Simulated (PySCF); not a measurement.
This PySCF input asks for the NMR shieldings of SMILES C(=C\C[O+]([BH3-])CF)/B(F)F, C$_{4}$H$_{9}$B$_{2}$F$_{3}$O; the geometry comes from GFN2-xTB.

```python
import basis_set_exchange as bse
import numpy as np
from pyscf import gto, dft
from pyscf.prop import nmr

atoms = """
B    -2.016010    0.907942    1.349198
O    -0.858966    0.022338    0.499435
C    -1.338997   -1.262911    0.297064
F    -0.370900   -2.052544   -0.249797
C    -0.449267    0.680763   -0.702345
C     0.973785    0.396357   -1.067162
C     1.896465   -0.088988   -0.234968
B     3.359410   -0.354258   -0.661009
F     4.274843   -0.827109    0.159457
F     3.797820   -0.117593   -1.884221
H    -2.960982    0.957205    0.630141
H    -2.191409    0.276153    2.332230
H    -1.480271    1.944873    1.531108
H    -1.603208   -1.681983    1.272489
H    -2.197366   -1.287987   -0.393942
H    -0.561207    1.753008   -0.509754
H    -1.122420    0.415814   -1.528293
H     1.233563    0.644700   -2.087357
H     1.605313   -0.316528    0.782170
"""
names = dict.fromkeys(["B", "O", "C", "F", "H"], "pcSseg-1")
basis = {el: gto.basis.parse(bse.get_basis(n, elements=[el], fmt="nwchem")) for el, n in names.items()}
mol = gto.M(atom=atoms, basis=basis, charge=0, verbose=0)
mf = dft.RKS(mol, xc="PBE0")
mf.grids.level = 2
mf.grids.alignment = dft.numint.BLKSIZE   # the property module wants whole blocks of grid points
mf.conv_tol = 1e-9
mf.kernel()

calc = nmr.RKS(mf)   # GIAO
C = mf.mo_coeff
Co = C[:, mf.mo_occ > 0]
resp = mf.gen_response(singlet=True, hermi=2)
def vind(x):   # induced exchange potential for any number of trial vectors
    d = np.einsum("pi,xij,qj->xpq", C, 2 * x.reshape(-1, C.shape[1], Co.shape[1]), Co, optimize=True)
    return np.einsum("xpq,pi,qj->xij", resp(d - d.transpose(0, 2, 1)), C, Co, optimize=True).ravel()
mo1, _ = nmr.rhf.solve_mo1(calc, with_cphf=vind)
sigma = calc.kernel(mo1)
for i, s in enumerate(sigma):   # ppm
    print("%2d %-2s %9.2f" % (i, mol.atom_pure_symbol(i), np.trace(s) / 3))
```

Question: Give the expected output.

Answer: 
```
 0 B      98.74
 1 O     270.15
 2 C      75.89
 3 F     333.83
 4 C     104.03
 5 C      23.49
 6 C      60.33
 7 B      77.33
 8 F     252.02
 9 F     264.64
10 H      28.58
11 H      28.52
12 H      28.39
13 H      25.75
14 H      26.53
15 H      26.32
16 H      27.48
17 H      24.58
18 H      25.38
```

These numbers come from an equivalent density-fitted implementation of the same equations, which agrees with the script to about 0.01 ppm for H and up to a few tenths of a ppm for heavy atoms, so last digits may differ.

Size and cost of the density-fitted run: 215 basis functions, 64 s wall time on 1 thread of an Intel Xeon, shared host; peak memory 0.91 GiB.
